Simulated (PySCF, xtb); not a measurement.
TaO2F, SMILES [F][Ta](=[O])=[O], multiplicity 1.

Harmonic wavenumbers (cm⁻¹) from GFN2-xTB in xtb at its own minimum, in rising order: 119, 173, 219, 337, 660, 690.

Task: What does B3LYP-D3(BJ)/def2-TZVP (PySCF) give at its own minimum? (The exact figures need the calculation; the answer reports its results.)

Result: 188, 228, 331, 649, 926, 990. Paired by order, the mean absolute difference is 186 cm⁻¹ and the zero-point energies are 3.1 and 4.7 kcal/mol.
